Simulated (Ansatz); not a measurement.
Reaction (substitution at a C–S bond): `FCSCS` + `[NH2][AlH2]` → `[AlH2][NH]CS` + `FCS`

Computed with Ansatz on PBE0-D4/def2-TZVP structures; ΔE is electronic, products minus reactants. CCSD(T)/CBS is the MP2 limit (def2-TZVPP, def2-QZVPP) plus CCSD(T) − MP2 in def2-TZVPP, frozen cores. This one scheme is used for every species. DFT in def2-TZVPP. Each species was taken in one conformer, which may not be the lowest.

| level | ΔE (kJ/mol) |
| --- | --- |
| PBE0-D4 | 32.1 |
| PBE0 | 30.4 |

Question: What does CCSD(T)/CBS give? (Best estimate.)

Answer: Ansatz gave: +35.3 kJ/mol. The listed levels differ from it by -3.2, -4.9 kJ/mol.

Largest T1 diagnostic among the species: 0.012.

At CCSD(T), def2-SVP lies −20.2 kJ/mol from the extrapolated value and def2-TZVPP −5.3 kJ/mol. In def2-TZVPP, CCSD(T) changes the Hartree–Fock value by +7.3 kJ/mol (the triples alone add +1.7 kJ/mol) and MP2 by +13.5 kJ/mol. The D4 term adds +3.2 kJ/mol with B3LYP and +1.7 kJ/mol with PBE0; it sums over pairs of atoms, weighted by their polarisabilities, and B3LYP, whose exchange is more repulsive, gets the larger term.

B3LYP here is the variant with VWN-RPA as its local correlation; programs differ in this.
